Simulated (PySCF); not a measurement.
Removing an electron from `CCOC1OCOCO1`

C5H10O4.
Cartesian coordinates in Å at the PBE0-D3(BJ)/def2-SVP level; atoms count from 1:
```xyz
19
C5H10O4 angstrom
C      3.016   -0.174   -1.350
C      1.616    0.333   -1.114
O      1.036   -0.431   -0.077
C     -0.191   -0.019    0.312
O     -0.541   -0.777    1.416
C     -1.841   -0.482    1.830
O     -2.765   -0.675    0.806
C     -2.408    0.090   -0.302
O     -1.116   -0.210   -0.728
H      3.501    0.401   -2.153
H      2.997   -1.233   -1.645
H      3.623   -0.082   -0.438
H      1.004    0.249   -2.028
H      1.629    1.404   -0.825
H     -0.200    1.070    0.583
H     -2.091   -1.166    2.650
H     -1.891    0.573    2.187
H     -2.483    1.173   -0.049
H     -3.099   -0.149   -1.120
```

Level: PBE0/def2-SVPD (PySCF). Frontier orbitals with their largest atomic shares (Löwdin; up to four atoms above 4 %):

```
orbital  ε (eV)                          main atoms
 HOMO−3   -8.78                    O7 37 %, O5 37 %
 HOMO−2   -8.73   O9 49 %, O5 18 %, O7 14 %, C6 4 %
 HOMO−1   -8.33   O7 24 %, O5 15 %, O9 14 %, C6 8 %
   HOMO   -8.20                                   ?
   LUMO    0.69  H15 11 %, C8 10 %, H18 9 %, C2 9 %
 LUMO+1    0.96    C1 17 %, C2 9 %, H10 9 %, C6 7 %
 LUMO+2    1.33    O7 13 %, O9 9 %, H15 9 %, C1 8 %
```

**Question.** What vertical ionisation energy does ΔSCF give, and how far is −ε(HOMO) from it?

**Answer.** ΔSCF: 10.10 eV (975 kJ/mol; threshold wavelength 123 nm); ⟨S²⟩ of the doublet left behind is 0.754, against 0.75 for a pure doublet. −ε(HOMO) is 8.20 eV, 1.90 eV below it. In exact Kohn–Sham theory the two would be equal; PBE0 (global hybrid, 25 % exact exchange) falls short of its own ΔSCF value by 19 %. Holes in the HOMO−1 and HOMO−2 were tried too where these lie within 1.2 eV of the HOMO; the lowest converged state counts.

**Question.** On which atoms does the HOMO lie?

**Answer.** O3 (ether oxygen) 46 %, C2 (sp3 carbon bound to oxygen) 11 %, O9 (cyclic ether oxygen) 9 %, C4 (sp3 carbon bearing three or more oxygens) 8 %. The HOMO−1 lies 0.13 eV lower.

**Question.** Shift the occupied levels rigidly so that −ε(HOMO) equals the ΔSCF value. What binding energies result?

**Answer.** The shift is +1.90 eV: HOMO 10.10, HOMO−1 10.23, HOMO−2 10.63, HOMO−3 10.68 eV. A rigid shift is only a rough guide to the deeper ionisations.

**Question.** With α = 77.2 au, estimate the like-pair dispersion coefficient by London's formula C6 = (3/4)α²I.

**Answer.** I = 0.3712 Eh, so C6 ≈ 1660 au, a rough estimate.

Isolated species at its PBE0-D3(BJ)/def2-SVP geometry (one conformer only).
